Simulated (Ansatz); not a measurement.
One change: `[OH][Cd][OH]` becomes `[OH][Cd][O][SiH3]`.

Ansatz, PBE0-D4/def2-TZVP geometries, multiplicity 1. Each molecule was computed in one conformer, which needn't be the lowest.

Elements past krypton have def2 core potentials.

```csv
property,`[OH][Cd][OH]`
HOMO energy (ωB97M-V/def2-TZVPP) / eV,-10.58
HOMO energy (PBE/def2-TZVPP) / eV,-6.49
HOMO energy (PBE0/def2-TZVPP) / eV,-8.11
LUMO energy (PBE0/def2-TZVPP) / eV,-1.41
LUMO energy (PBE/def2-TZVPP) / eV,-2.30
size of the dipole moment (ωB97M-V/def2-TZVPP) / D,1.97
```

(1) What does the change do to each property? (An estimate is asked.)

## Answers

(1) Ansatz gave: 
```
                                          property  `[OH][Cd][O][SiH3]`  shift
             HOMO energy (ωB97M-V/def2-TZVPP) / eV               -10.44   0.14
                 HOMO energy (PBE/def2-TZVPP) / eV                -6.62  -0.13
                HOMO energy (PBE0/def2-TZVPP) / eV                -8.11   0.00
                LUMO energy (PBE0/def2-TZVPP) / eV                -1.75  -0.34
                 LUMO energy (PBE/def2-TZVPP) / eV                -2.66  -0.36
size of the dipole moment (ωB97M-V/def2-TZVPP) / D                 1.73  -0.24
```

The zero-point energy changes by 42.6 kJ/mol with +9 modes. Dipoles are sizes alone; their direction can turn.
